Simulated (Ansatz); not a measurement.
**Two structures, one formula**

The two ends of one reaction step of Si$_{2}$H$_{4}$Cl$_{2}$, singlet (PBE0-D4/def2-TZVP).

A:

Si1  (-0.542, 1.872, -0.201)
Si2  (0.474, -1.270, -0.385)
H3  (0.157, -0.301, 0.712)
Cl4  (-2.387, 1.645, 0.741)
Cl5  (0.578, 2.775, 1.305)
H6  (-0.706, -1.373, -1.275)
H7  (1.650, -0.763, -1.132)
H8  (0.776, -2.585, 0.236)
(Å)

B:

Si1  (-0.439, 0.730, 0.704)
Si2  (0.441, -0.932, -0.680)
H3  (-1.080, 0.239, 1.946)
Cl4  (-1.862, 1.786, -0.333)
Cl5  (1.069, 2.004, 1.267)
H6  (-0.651, -1.851, -1.097)
H7  (1.043, -0.284, -1.872)
H8  (1.478, -1.692, 0.065)
(Å)

Computed with Ansatz 0.2.0 (basis: def2-TZVPP); correlated methods freeze the cores. B3LYP uses VWN-RPA correlation.

(1) Which structure is lower at CCSD(T), and by how much? (To be estimated.)

No T1 diagnostic of these runs exceeds 0.013.

Results:

(1) The calculation gives: B, by 1.420 eV (electronic energy, against the other). By their contacts, A is a complex of SiCl₂ + SiH₄ and B is Si₂H₄Cl₂ ([SiH3][SiH]([Cl])[Cl]).

All methods give the same order:

| method | E(B) − E(A) (eV) |
| --- | --- |
| SPW92 | -1.443 |
| PBE-D4 | -1.339 |
| BLYP-D4 | -1.133 |
| r2SCAN-D4 | -1.530 |
| B97M-V | -1.446 |
| PBE0-D4 | -1.511 |
| B3LYP-D4 | -1.296 |
| r2SCAN0-D4 | -1.598 |
| BHLYP-D4 | -1.468 |
| CAM-B3LYP-D4 | -1.408 |
| wB97X-V | -1.559 |
| wB97M-V | -1.286 |
| B2PLYP | -1.373 |
| PBE-QIDH | -1.620 |
| RPA on PBE | -1.311 |
| HF | -1.528 |
| MP2 | -1.510 |
| CCSD | -1.446 |
| CCSD(T) | -1.420 |

Labels in which every atom is bracketed show which atoms are joined, not bond orders.

For scale, one of the runs: CCSD(T)/def2-TZVPP, 224 basis functions, launched by `ansatz run in.yaml --threads 4 --pin off --events-out ev --progress --plain --max-ram 9574MiB`. Time: 72 s of wall clock on 4 CPU threads of an Arm Neoverse V1; the host was shared. Peak host memory: 3.1 GiB.
